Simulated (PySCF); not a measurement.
# Assignment exercise: C3H10O2Si3

Numbering as in the mapped SMILES `[O:1]=[CH:2][SiH2:3][C:4]([SiH3:5])([SiH3:6])[CH:7]=[O:8]` (H(Xn): hydrogen on atom n).

[PySCF 2.14: PBE0/pcSseg-1 with gauge-including orbitals; structure optimised with GFN2-xTB; one averaged value for each set of equivalent atoms; gas phase; a single conformation; no relativistic terms]

Chemical shifts δ = σref − σ; TMS for 13C (σ = 186.93 ppm), 1H (σ = 31.72 ppm), all at this level.

Q: Assign these signals to the numbered atoms. 13C{1H} NMR (computed): δ 242.7 (CH), 206.8 (CH), 28.2 (C).

A: 
| δ (ppm) | atoms | environment | reason |
| --- | --- | --- | --- |
| 242.7 | C2 | carbonyl carbon | – |
| 206.8 | C7 | aldehyde carbonyl carbon | the double bond to the heteroatom, with no lone-pair donor beside it, deshields it most |
| 28.2 | C4 | fully substituted sp3 carbon bonded to 3 Si, α to a carbonyl | α to the electron-withdrawing carbonyl group |

Q: Assign these signals to the numbered atoms. 1H NMR (300 MHz, computed): δ 12.27 (t, 1H), 9.62 (s, 1H), 4.34 (d, 2H), 4.15 (s, 6H).

A: 
| δ (ppm) | atoms | environment | reason |
| --- | --- | --- | --- |
| 12.27 | H(C2) | hydrogen on a carbonyl carbon | – |
| 9.62 | H(C7) | hydrogen on an aldehyde carbonyl carbon | deshielded by the polar, anisotropic C=O bond |
| 4.34 | H(Si3) | hydrogen on a silicon bonded to 2 C | – |
| 4.15 | H(Si5)/H(Si6) | hydrogen on a silicon bonded to C | – |

Shifts are as computed. Against solution values, carbons near 30 ppm lie about +3 ppm off and those near 130 ppm about +5 ppm. Of 1211 compounds with measured shifts, 218 miss one by over three times the rms of a fit or turn the order of signals round; such compounds aren't used in these exercises. Multiplicities follow the n + 1 count of equivalent neighbours, as no J values were calculated; m marks all less simple cases, F and P coupling included.
